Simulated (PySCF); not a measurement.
## C₆ coefficients of unlike pairs at PBE

Calculated with PySCF 2.14 from the dipole response of each species, C₆(A,B) = (3/π) ∫ α_A(iu) α_B(iu) du, in atomic units, from isotropic polarisabilities. For ions this is the dispersion term alone; charge-induced terms of lower order in 1/R come first.

```json
{"species": "W", "configuration": "[Xe] 4f14 5d4 6s2 (5D)", "basis": "aug-cc-pwCVTZ-PP with ECP60MDF (8s8p7d4f3g)", "relativity": "core potential", "α (bohr³)": "72.10", "C₆ (like pair)": "882.0"}
{"species": "Si³⁺", "configuration": "[Ne] 3s1 (2S)", "basis": "def2-QZVPPD (10s6p5d2f1g)", "relativity": "none", "α (bohr³)": "7.080", "C₆ (like pair)": "13.26"}
{"species": "Xe²⁺", "configuration": "[Kr] 4d10 5s2 5p4 (3P)", "basis": "def2-TZVPPD with the def2 core potential (28 electrons) (7s6p4d2f)", "relativity": "core potential", "α (bohr³)": "12.83", "C₆ (like pair)": "91.62"}
{"species": "Sb²⁺", "configuration": "[Kr] 4d10 5s2 5p1 (2P)", "basis": "aug-cc-pwCVTZ-DK3 (10s9p7d4f1g)", "relativity": "spin-free X2C", "α (bohr³)": "15.60", "C₆ (like pair)": "98.30"}
```

**Question.** Estimate C₆ for Xe²⁺ with Si³⁺.

**Answer.** The integral gives 32.86. The combination rule 2 C_A C_B / (C_A α_B/α_A + C_B α_A/α_B) gives 32.58 and the geometric mean 34.86.

No spin-orbit coupling is included.

The other pairs:

```
      pair     C₆
Sb²⁺, Si³⁺  35.22
   Sb²⁺, W  275.9
Sb²⁺, Xe²⁺  94.18
   Xe²⁺, W  253.5
   Si³⁺, W  106.6
```
